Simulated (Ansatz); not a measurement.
Ga₄Sb₄H₁₄, a cluster cut from wurtzite GaSb (hydrogen-capped). The state is a singlet with charge 0. Geometry PBE-D4/def2-SVP, basis def2-TZVP, Ansatz.

```tsv
run	HOMO (eV)	LUMO (eV)
A	-6.34	-2.10
B	-8.93	0.10
C	-6.20	-2.38
D	-7.04	-1.53
E	-6.10	-2.22
F	-6.68	-1.85
```

In the def2 sets Sb takes a core potential; there is no spin–orbit coupling. Single mean-field runs in def2-TZVP are fitted with def2-universal-jkfit.

Question: The runs used LDA (SPW92), PBE, PBE0, r2SCAN, r2SCANh, ωB97M-V. Estimate which is which.

Answer: A r2SCAN (0 % exact exchange); B ωB97M-V (range-separated); C LDA (SPW92) (0 % exact exchange); D PBE0 (25 % exact exchange); E PBE (0 % exact exchange); F r2SCANh (10 % exact exchange). Exact exchange lowers occupied and raises empty levels; among semilocal functionals meta-GGAs tend to open the gap a little, and such runs are hard to tell apart. The gap grows from 3.82 eV (LDA (SPW92)) to 9.03 eV (ωB97M-V).
